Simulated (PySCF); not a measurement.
Computed IR spectrum (relative IR intensity) of a molecule C2H5ClOSi2. The structure is a stationary point at PBE-D3(BJ)/def2-SVP. The values are those of a single conformer. Calculation: PySCF 2.14.0 with PBE-D3(BJ)/def2-SVP. Frequencies are harmonic and unscaled.

Lines under 2 % of the strongest are left out, and lines within 2 cm⁻¹ are merged.

ν (cm⁻¹): 168 (vw), 196 (vw), 250 (m), 387 (w), 429 (w), 543 (w), 587 (w), 614 (w), 712 (vw), 788 (m), 810 (m), 839 (vs), 885 (m), 889 (m), 911 (w), 925 (m), 2162 (m), 2192 (w), 2198 (m), 2218 (m), 3763 (w) (against the strongest line: vs over 80 %, s over 45 %, m over 15 %, w over 4 %, vw less)

**Question.** Which molecule gave these data?
A) [SiH3]C1=CO[Si@@H]1Cl
B) C=C1[SiH2]O[Si@H]1Cl
C) C#C[Si@H](Cl)[SiH2]O
D) O[SiH2]C#C[SiH2]Cl

**Answer.** D, O[SiH2]C#C[SiH2]Cl
